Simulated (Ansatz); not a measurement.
Isolated molecules relaxed with PBE0-D4/def2-TZVP in Ansatz; ΔE leaves out vibrations. CCSD(T)/CBS is the MP2 limit (def2-TZVPP, def2-QZVPP) plus CCSD(T) − MP2 in def2-TZVPP, frozen cores. DFT in def2-TZVPP. B3LYP here is the variant with VWN-RPA as its local correlation; programs differ in this. Elements past krypton have def2 core potentials. For Ge, I outer-core shells are correlated without core-valence functions, which leaves a few kJ/mol of doubt a bond. Scalar relativity is left out up to krypton. Each species was taken in one conformer, which may not be the lowest.

`[F][GeH2][SiH3]` + `O=COCI` → `[F][GeH2][I]` + `O=COC[SiH3]`  (formal exchange of groups at a Ge–Si bond)

| level | ΔE (kcal/mol) | difference from CCSD(T)/CBS |
| --- | --- | --- |
| PBE-D4 | -22.0 | 1.7 |
| r2SCAN-D4 | -24.4 | -0.7 |
| B3LYP-D4 | -23.8 | -0.1 |
| ωB97X-V | -24.9 | -1.2 |
| PBE | -22.1 | 1.6 |
| r2SCAN | -24.4 | -0.7 |
| PBE0 | -23.9 | -0.2 |
| HF/def2-TZVPP | -28.6 | -4.9 |
| MP2/def2-TZVPP | -25.1 | -1.4 |
| CCSD/def2-TZVPP | -24.2 | -0.5 |
| CCSD(T)/def2-TZVPP | -23.5 | 0.2 |
| HF/def2-QZVPP | -28.7 | -5.0 |
| MP2/def2-QZVPP | -25.3 | -1.6 |
| SCS-MP2/def2-QZVPP | -25.0 | -1.3 |
| MP2/CBS(def2) | -25.3 | -1.6 |
| CCSD/CBS(def2) | -24.4 | -0.7 |
| CCSD(T)/CBS | -23.7 | 0 |

Largest T1 diagnostic among the species: 0.015.

In def2-TZVPP, CCSD(T) changes the Hartree–Fock value by +5.1 kcal/mol (the triples alone add +0.7 kcal/mol) and MP2 by +3.5 kcal/mol. From PBE to PBE0 (25 % exact exchange), in def2-TZVPP and without D4, ΔE moves by −1.8 kcal/mol.
